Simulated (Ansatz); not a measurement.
Reactions of C$_{2}$H$_{7}$GaOZn (`CO[CH2][GaH][ZnH]`).

Calculated with Ansatz (gas phase, PBE0-D4/def2-TZVP geometries, no zero-point term in ΔE). CCSD(T)/CBS is the MP2 limit (def2-TZVPP, def2-QZVPP) plus CCSD(T) − MP2 in def2-TZVPP, frozen cores. This one scheme is used for every species, atoms too. Open shells (•) are unrestricted, without spin–orbit coupling. Spin–orbit coupling would lower the free atoms: a little for C, O; clearly for Ga. Bonds to Br, Ga, Zn are less sure, by a few kJ/mol each and by 10 to 20 or more in all where they break to atoms, as the def2 sets lack core-valence functions. Scalar relativity is left out up to krypton. One conformer a species, not always the lowest.

Task: Order these by ΔE at CCSD(T)/CBS, lowest first. (An estimate is asked.)
A. `CO[CH2][GaH][ZnH]` + HBr → `[ZnH][Br]` + `CO[CH2][GaH2]`
B. `CO[CH2][GaH][ZnH]` + H–F → `[F][GaH][ZnH]` + `COC`
C. `CO[CH2][GaH][ZnH]` + H–F → `[F][ZnH]` + `CO[CH2][GaH2]`
D. `CO[CH2][GaH][ZnH]` + `O[SiH2][SiH3]` → `O[SiH2][SiH2][ZnH]` + `CO[CH2][GaH2]`
E. `CO[CH2][GaH][ZnH]` + H₂ → `CO[CH2][GaH2]` + `[ZnH2]`
F. `CO[CH2][GaH][ZnH]` + CH₃OH → `C[O][ZnH]` + `CO[CH2][GaH2]`
G. `CO[CH2][GaH][ZnH]` → 2 C• + Ga• + 7 H• + O• + Zn (atom)
H. `CO[CH2][GaH][ZnH]` + `[SH][GaH2]` → `[ZnH][S][GaH2]` + `CO[CH2][GaH2]`

Result: B (-124.0 kJ/mol), A (-115.5 kJ/mol), H (-65.4 kJ/mol), C (-40.6 kJ/mol), F (+5.2 kJ/mol), D (+17.1 kJ/mol), E (+32.3 kJ/mol), G (+3684.9 kJ/mol).

Largest T1 diagnostic: 0.018, for `[F][ZnH]`.
